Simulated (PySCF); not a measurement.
Protons, H atoms and electrons added to or taken from Cl[SiH2]Cl. All species are isolated molecules in the gas phase. One relaxed conformer stands for each flexible species; it need not be the lowest. Strings in code marks are SMILES.

Quantity: vertical ionisation energy (energy after one electron is removed minus that of the parent at the parent's geometry), in eV.

Level 1: CAM-B3LYP-D3(BJ)/def2-TZVP (PySCF)
Level 2: minus the HOMO energy of B3LYP/6-31G* // CAM-B3LYP-D3(BJ)/def2-TZVP (PySCF)
Level 3: minus the HOMO energy of CAM-B3LYP-D3(BJ)/def2-TZVP (PySCF)
Level 4: minus the HOMO energy of HF/STO-3G // CAM-B3LYP-D3(BJ)/def2-TZVP (PySCF)

```csv
species,level 1,level 2,level 3,level 4
`Cl[SiH2][ClH+]` (Cl–Si–Cl–H torsion 180°),17.27,14.45,16.09,16.72
```
